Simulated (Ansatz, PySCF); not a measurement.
C₃H₅ClOSi, SMILES C=C=C(Cl)[SiH2]O. Atoms are numbered in the order given.

```xyz
11

C      2.4574    -1.1435    -0.0194
C      1.3862    -0.3892    -0.0389
C      0.2784     0.3079    -0.0511
Cl     0.2999     2.0731    -0.2250
Si    -1.4425    -0.4409     0.1104
O     -1.3365    -2.0949     0.2631
H      2.8763    -1.5599    -0.9429
H      2.9775    -1.3738     0.9177
H     -2.0945     0.2101     1.2826
H     -2.2186    -0.1756    -1.1241
H     -0.7830    -2.4390     0.9740
```
Charge 0, spin multiplicity 1.

Coordinates come from a B3LYP-D3(BJ)/def2-SVP optimisation. The structure was generated by enumeration, and PubChem lists no compound with its InChIKey, so it may never have been made. Other conformers were not sampled.

Two levels are set side by side: PBE-D3(BJ)/def2-SVP (Ansatz, a first-principles code) and B3LYP-D3(BJ)/def2-SVP (Ansatz). Each level has its own optimised geometry; the coordinates shown are those of the second. Frequencies come from the Hessian of PySCF at each geometry. Differences are taken from unrounded values.

```csv
quantity,B3LYP-D3(BJ),PBE-D3(BJ),PBE-D3(BJ) minus B3LYP-D3(BJ)
mean bond length (Å),1.407,1.416,0.009
bond C1–C2 (Å),1.310,1.318,0.008
bond C2–C3 (Å),1.309,1.318,0.009
bond C3–Cl4 (Å),1.774,1.771,-0.003
bond C3–Si5 (Å),1.884,1.891,0.007
bond Si5–O6 (Å),1.664,1.678,0.013
bond C1–H7 (Å),1.096,1.104,0.008
bond C1–H8 (Å),1.096,1.104,0.008
bond Si5–H9 (Å),1.491,1.506,0.015
bond Si5–H10 (Å),1.482,1.496,0.014
bond O6–H11 (Å),0.965,0.973,0.009
highest harmonic wavenumber (cm⁻¹),3873,3762,-111
mean harmonic wavenumber (cm⁻¹),1115,1081,-34
zero-point energy (kcal/mol),43.03,41.73,-1.30
```

Exact exchange shortens and stiffens bonds; PBE has none. Differences between two approximate levels are no errors against the true value.
